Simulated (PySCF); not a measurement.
H5P2, SMILES P[PH3+], charge +1.

Geometry: PBE-D3(BJ)/def2-TZVP. The isomer is the one that the SMILES or the coordinates give; other isomers of the formula were not compared.

Level of theory: M06-2X/def2-TZVPD (PySCF).

Symmetry labels are those of the subgroup Cs that the program uses (full group Cs).

Problem. List the valence orbital energies around the gap with their symmetry. (The exact figures need the calculation; the answer reports its results.)

Solution. 
```
orbital  symmetry  energy (eV)
-------  --------  -----------
HOMO−7         A'      -141.34
HOMO−6         A'       -27.83
HOMO−5         A'       -24.70
HOMO−4         A"       -19.63
HOMO−3         A'       -19.53
HOMO−2         A"       -17.66
HOMO−1         A'       -17.42
HOMO           A'       -15.09
LUMO           A'        -5.62
LUMO+1         A'        -4.65
LUMO+2         A"        -4.64
LUMO+3         A'        -4.48
```
